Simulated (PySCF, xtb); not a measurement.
CH5FO2Si2, SMILES O=CO[SiH2][SiH2]F.

GFN2-xTB in xtb at its own geometry gives an orbital gap of 3.74 eV and a dipole moment of 3.31 D.

Geometry optimised at B3LYP-D3(BJ)/def2-SVP. This is a generated structure with no PubChem entry under its InChIKey; it may be hypothetical. One conformer was computed; it need not be the lowest.

Question: What does B3LYP/def2-TZVP (PySCF) give? (The exact figures need the calculation; the answer reports its results.)

Answer: gap 7.15 eV (levels -8.13 and -0.98 eV), dipole 2.65 D.
